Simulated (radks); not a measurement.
The numbers below are computed, except where a source is named.
Task: The mean radii <r> (bohr) of the occupied orbitals of an atom or ion are listed with their occupations. Code: a radial shooting solver on a logarithmic mesh with Libxc functionals. Model: scalar-relativistic Kohn-Sham, r2SCAN, spin-polarised, spherical densities, finite nucleus; meta-GGA in the generalised Kohn-Sham scheme; Fermi nuclear charge, rms radius of each element as measured or else 0.836 A^(1/3) + 0.57 fm.

orbital  occ.     <r>
1s up       1  0.2296
1s down     1  0.2284
2s up       1   1.228
2s down     1   1.277
2p up       2   1.246

Name the element and its charge. Open shells, if any, are filled with parallel spins first.

Result: Z = 7, nitrogen, charge +1: N+ in [He] 2s2 2p2. The 1s radius gives Z: for a bare nucleus <r> = (2 gamma + 1)/(2Z) with gamma = sqrt(1 - (Z/c)^2), 0.2141 bohr for Z = 7, and screening makes it slightly larger (0.2296 here). The occupations add up to 6, and the charge is Z minus that.
